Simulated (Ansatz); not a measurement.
Geometry optimisation, Ansatz 0.2.0, RKS B3LYP-D4/6-31G*.

The input (input.yaml):

```yaml
crystal:
  periodic: [false, false, false]
  atoms:
    - { symbol: C, position_ang: [-0.1763, -2.3842, -0.2126] }
    - { symbol: O, position_ang: [-0.7039, -1.0057, -0.1963] }
    - { symbol: C, position_ang: [0.2491, -0.0511, -0.5989] }
    - { symbol: O, position_ang: [0.5656, -0.1075, -1.9922] }
    - { symbol: C, position_ang: [-0.246, 1.3377, -0.2959] }
    - { symbol: Si, position_ang: [-0.2238, 1.8316, 1.5179] }
    - { symbol: H, position_ang: [0.0685, -2.6334, -1.239] }
    - { symbol: H, position_ang: [-0.9867, -2.9789, 0.1203] }
    - { symbol: H, position_ang: [0.6406, -2.4393, 0.4824] }
    - { symbol: H, position_ang: [1.2373, -0.2341, -0.0485] }
    - { symbol: H, position_ang: [1.1357, -0.8166, -2.1204] }
    - { symbol: H, position_ang: [0.3648, 2.0914, -0.8146] }
    - { symbol: H, position_ang: [-1.3231, 1.466, -0.6707] }
    - { symbol: H, position_ang: [1.1371, 1.7155, 2.0612] }
    - { symbol: H, position_ang: [-0.6668, 3.2086, 1.6946] }
    - { symbol: H, position_ang: [-1.095, 0.9772, 2.357] }
basis:
  gaussian: { orbitals: "6-31G*" }
hamiltonian:
  xc: b3lyp
  dispersion: d4
relax:
  f_tol: 0.02
  max_steps: 50
```

Command:

```bash
$ ansatz run input.yaml --threads 2 --pin off --max-ram 3072MiB --backend cpu --events-out ev --progress --plain --runs-dir out
```

Where does it end, and by what steps?

It converged. After 11 steps the energy has fallen by 0.368 eV; H14 moved furthest, 0.71 Å.

| step | energy less start (eV) | largest force component (eV/Å) | accepted |
| --- | --- | --- | --- |
| 0 | 0.0000 | 2.510 | yes |
| 1 | -0.2660 | 1.327 | yes |
| 2 | -0.3216 | 0.203 | yes |
| 3 | -0.3317 | 0.131 | yes |
| 4 | -0.3457 | 0.109 | yes |
| 5 | -0.3532 | 0.175 | yes |
| 6 | -0.3606 | 0.140 | yes |
| 7 | -0.3649 | 0.086 | yes |
| 8 | -0.3554 | 0.337 | no |
| 9 | -0.3664 | 0.057 | yes |
| 10 | -0.3676 | 0.037 | yes |
| 11 | -0.3678 | 0.011 | yes |

```xyz
16
Properties=species:S:1:pos:R:3
C -0.085 -2.248 -0.075
O -0.471 -0.894 0.047
C 0.352 0.013 -0.660
O 0.292 -0.174 -2.059
C -0.155 1.406 -0.338
Si -0.386 1.684 1.524
H -0.239 -2.624 -1.096
H -0.713 -2.823 0.609
H 0.971 -2.392 0.206
H 1.394 -0.121 -0.315
H 0.891 -0.896 -2.303
H 0.541 2.144 -0.752
H -1.113 1.546 -0.853
H 0.780 1.138 2.272
H -0.450 3.150 1.790
H -1.631 1.068 2.045
```

Run time: 42 s on 2 threads of Arm Neoverse V2 (shared host), peak memory 0.28 GiB.
